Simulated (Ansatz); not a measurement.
Z-matrix (Å, degrees):
```
C
O 1 1.399
H 1 1.098 2 113.2
H 1 1.096 2 110.1 3 -120.6
H 1 1.096 2 110.2 3 120.7
Ga 2 1.800 1 128.5 3 -1.3
C 6 1.999 2 112.2 1 -179.3
H 7 1.090 6 110.5 2 -130.9
H 7 1.091 6 109.3 2 109.2
H 7 1.091 6 107.5 2 -10.2
```

The species carries charge 0 and has multiplicity 2.

Q: List the PBE/def2-TZVPP orbital energies in eV (Ansatz 0.2.0). (Best estimate.)

A: The calculation gave: α occupied: -10093.24, -1233.10, -1092.81, -1092.75, -1092.71, -509.85, -269.72, -268.77, -142.92, -97.51, -97.34, -97.23, -24.52, -19.57, -19.50, -19.49, -19.41, -19.31, -16.92, -16.01, -11.58, -10.44, -10.37, -9.83, -9.81, -8.40, -6.78, -6.24, -4.43. α empty: -1.66, 0.37, 0.46, 1.35, 2.29, 2.34, 2.55, 2.86. β occupied: -10093.22, -1233.10, -1092.81, -1092.73, -1092.69, -509.78, -269.73, -268.67, -142.89, -97.47, -97.29, -97.21, -24.39, -19.49, -19.42, -19.40, -19.37, -19.23, -16.75, -15.97, -11.44, -10.43, -10.31, -9.76, -9.71, -8.01, -6.50, -6.19. β empty: -3.31, -1.18, 0.63, 0.72, 1.43, 2.40, 2.45, 2.71. ⟨S²⟩ = 0.752.
